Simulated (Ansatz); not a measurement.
Born–Oppenheimer molecular dynamics of AlH₇NO₂P (12 atoms, charge 0, multiplicity 1). It starts from a rough guess of a transition structure, not a stationary point.

Level of theory: UKS B3LYP/STO-3G in Ansatz 0.2.0.

```
ensemble                      : NVE (velocity Verlet)
time step                     : 0.5 fs
steps asked                   : 150
starting velocities drawn for : 1000 K
seed                          : 384290
```

Frames 5 fs apart, positions in Å.

Velocities at 10 fs (Å/ps):

```
Al -0.54 -1.82 4.34
N -23.02 -4.72 -2.04
O 10.15 0.92 9.05
O 5.42 2.71 -0.25
H 8.91 -23.57 56.34
P 6.21 1.79 -3.09
H 9.28 -69.21 -36.18
H 13.89 49.58 -37.72
H -42.85 36.09 -12.56
H -55.30 -11.93 -76.38
H -11.86 28.48 -21.11
H -25.57 -7.84 -4.86
```

```xyz
12
Properties=species:S:1:pos:R:3 time_fs=10 energy_less_start_eV=-0.905 T=1696
Al -0.600 0.524 -0.639
N 1.335 0.128 -0.017
O -0.656 -0.105 -2.137
O -1.203 1.878 0.041
H 0.941 -0.473 0.906
P -0.869 -1.375 1.146
H 2.009 -0.609 -0.325
H 1.940 0.853 0.389
H -1.029 -0.227 -3.065
H -1.954 2.556 -0.015
H 0.027 -2.547 1.313
H -0.545 -0.952 2.445
12
Properties=species:S:1:pos:R:3 time_fs=15 energy_less_start_eV=-1.752 T=2357
Al -0.600 0.501 -0.612
N 1.240 0.096 -0.013
O -0.604 -0.108 -2.111
O -1.185 1.912 0.046
H 0.865 -0.491 0.990
P -0.841 -1.363 1.128
H 1.867 -0.685 -0.519
H 1.950 0.990 0.127
H -1.208 0.031 -2.882
H -2.033 2.273 -0.425
H -0.007 -2.382 1.146
H -0.678 -0.948 2.452
12
Properties=species:S:1:pos:R:3 time_fs=20 energy_less_start_eV=-1.383 T=2071
Al -0.594 0.455 -0.562
N 1.177 0.087 0.000
O -0.548 -0.125 -2.120
O -1.184 1.973 0.056
H 0.611 -0.432 0.830
P -0.824 -1.337 1.107
H 1.520 -0.561 -0.774
H 1.816 0.849 -0.170
H -1.435 0.377 -2.542
H -1.894 1.831 -0.784
H 0.185 -2.443 0.991
H -0.784 -0.963 2.470
12
Properties=species:S:1:pos:R:3 time_fs=25 energy_less_start_eV=-0.440 T=1342
Al -0.577 0.402 -0.485
N 1.129 0.104 -0.039
O -0.524 -0.132 -2.162
O -1.199 2.015 0.033
H 0.397 -0.569 0.946
P -0.812 -1.317 1.084
H 1.222 -0.588 -0.869
H 1.881 0.911 -0.233
H -1.330 0.469 -2.203
H -1.737 1.783 -0.807
H 0.118 -2.273 0.968
H -0.822 -1.075 2.444
12
Properties=species:S:1:pos:R:3 time_fs=30 energy_less_start_eV=-1.061 T=1818
Al -0.559 0.364 -0.404
N 1.125 0.144 -0.095
O -0.519 -0.129 -2.182
O -1.209 2.014 -0.007
H 0.613 -0.547 1.130
P -0.819 -1.302 1.067
H 1.198 -0.654 -0.809
H 1.889 0.792 -0.243
H -1.375 0.538 -2.341
H -1.899 2.197 -0.856
H 0.072 -2.437 0.993
H -0.885 -1.260 2.480
12
Properties=species:S:1:pos:R:3 time_fs=35 energy_less_start_eV=-1.182 T=1914
Al -0.569 0.357 -0.357
N 1.172 0.163 -0.121
O -0.544 -0.101 -2.164
O -1.227 1.990 -0.068
H 0.852 -0.453 1.020
P -0.825 -1.304 1.069
H 1.468 -0.686 -0.705
H 2.038 0.808 -0.350
H -1.246 0.391 -2.692
H -1.842 2.507 -0.625
H -0.153 -2.570 0.962
H -1.048 -1.435 2.434
12
Properties=species:S:1:pos:R:3 time_fs=40 energy_less_start_eV=-0.997 T=1773
Al -0.615 0.380 -0.363
N 1.286 0.166 -0.128
O -0.571 -0.072 -2.109
O -1.220 1.939 -0.104
H 0.976 -0.349 0.733
P -0.821 -1.317 1.086
H 1.710 -0.715 -0.593
H 2.021 0.902 -0.319
H -1.156 0.263 -2.928
H -1.848 2.648 -0.580
H -0.504 -2.592 0.798
H -1.280 -1.488 2.385
12
Properties=species:S:1:pos:R:3 time_fs=45 energy_less_start_eV=-1.609 T=2247
Al -0.683 0.410 -0.417
N 1.408 0.157 -0.151
O -0.586 -0.051 -2.037
O -1.202 1.894 -0.115
H 1.111 -0.290 0.949
P -0.811 -1.325 1.108
H 1.817 -0.636 -0.662
H 2.041 1.036 -0.080
H -1.138 0.221 -2.790
H -1.771 2.436 -0.640
H -0.833 -2.732 0.537
H -1.561 -1.450 2.296
12
Properties=species:S:1:pos:R:3 time_fs=50 energy_less_start_eV=-2.131 T=2647
Al -0.743 0.411 -0.484
N 1.485 0.158 -0.128
O -0.585 -0.049 -1.971
O -1.183 1.888 -0.091
H 1.355 -0.244 0.762
P -0.787 -1.339 1.129
H 2.035 -0.499 -0.834
H 2.080 1.001 0.166
H -1.315 0.318 -2.617
H -1.808 2.247 -0.891
H -1.266 -2.400 0.428
H -1.913 -1.375 2.017
12
Properties=species:S:1:pos:R:3 time_fs=55 energy_less_start_eV=-1.429 T=2108
Al -0.787 0.372 -0.504
N 1.542 0.187 -0.119
O -0.584 -0.071 -1.997
O -1.195 1.953 -0.059
H 1.583 -0.641 0.784
P -0.763 -1.347 1.151
H 2.176 -0.238 -0.786
H 2.179 0.957 0.195
H -1.417 0.384 -2.383
H -1.672 2.017 -0.958
H -1.701 -2.094 0.203
H -2.162 -1.139 1.584
12
Properties=species:S:1:pos:R:3 time_fs=60 energy_less_start_eV=-1.940 T=2502
Al -0.809 0.316 -0.450
N 1.591 0.194 -0.085
O -0.589 -0.110 -2.106
O -1.215 2.027 -0.034
H 1.764 -0.587 0.442
P -0.771 -1.353 1.156
H 2.306 -0.093 -0.922
H 2.240 0.994 0.362
H -1.454 0.382 -2.400
H -1.639 2.128 -1.013
H -1.620 -1.829 0.074
H -2.042 -0.701 1.342
12
Properties=species:S:1:pos:R:3 time_fs=65 energy_less_start_eV=-1.197 T=1929
Al -0.805 0.265 -0.371
N 1.657 0.230 -0.088
O -0.606 -0.144 -2.218
O -1.237 2.067 -0.030
H 1.972 -0.821 0.458
P -0.802 -1.349 1.146
H 2.140 0.180 -0.981
H 2.117 0.894 0.528
H -1.445 0.345 -2.627
H -1.583 2.478 -0.922
H -1.326 -1.853 -0.021
H -1.775 -0.300 1.434
```

Of the whole run (75 fs, mean temperature of the second half 2094 K): The conserved energy stayed within 1.3 meV per atom of its start (net change 0.33 meV per atom), so the integration is sound. The kinetic energy rose, since the run started high on the potential surface and went downhill. It ends in pieces (AlH4O2P + H3N), so much of that is their flight and rotation, not heat. A run of 0.075 ps of so small a system gives no equilibrium averages. The orbitals were unrestricted but ended closed-shell. Limits of this set-up: minimal basis.

Time of the run: 11 min on 1 thread of Arm Neoverse V1, with other jobs on the host, peak memory 0.15 GiB.
